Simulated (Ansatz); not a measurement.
Ideal-gas functions of CH$_{2}$AsN (`C1=N[AsH]1`) at 298.15 K and 1 bar, from an Ansatz frequency run at PBE0-D4/def2-TZVP.

Molar mass 102.96 g/mol, point group C1 (symmetry number 1), electronic degeneracy 1, moments of inertia 14.267, 74.843, 84.479 u Å². Harmonic wavenumbers (cm⁻¹, unscaled): 485, 622, 644, 784, 858, 1037, 1747, 2145, 3164.

Use S(trans) = R[1.5 ln M + 2.5 ln T − 1.1517]; rotational temperatures θ = 24.2544 K / I; S(rot) = R[ln(√π/σ · √(T³/θAθBθC)) + 1.5]; for each mode x = 1.438777 ν̃/T, S = R[x/(eˣ − 1) − ln(1 − e⁻ˣ)] and H = RT x/(eˣ − 1); 1 cm⁻¹ = 0.0119627 kJ/mol; R = 8.31446 J/(mol·K).

Q: By hand: the entropy, in J/(mol·K).

A: Translation 166.7. Rotation: θ = 1.7, 0.3241, 0.2871 K, giving 96.0. Vibration, mode by mode: 2.92, 1.73, 1.59, 0.92, 0.69, 0.34, 0.02, 0.00, 0.00, in all 8.2. Electronic 0.0. Sum 270.9 J/(mol·K).

Q: By hand: H − E and G − E in kJ/mol, counted from the electronic energy.

A: Zero-point energy ½ × 11486 × 0.0119627 = 68.7; thermal vibration 1.8; translation, rotation and pV give 4 RT = 9.9. H − E = 80.4 kJ/mol, and G − E = 80.4 − 298.15 × 270.9/1000 = -0.4 kJ/mol.

Vibration gives 3 % of the entropy. The sum counts one conformer and one mirror image; others add a mixing term.
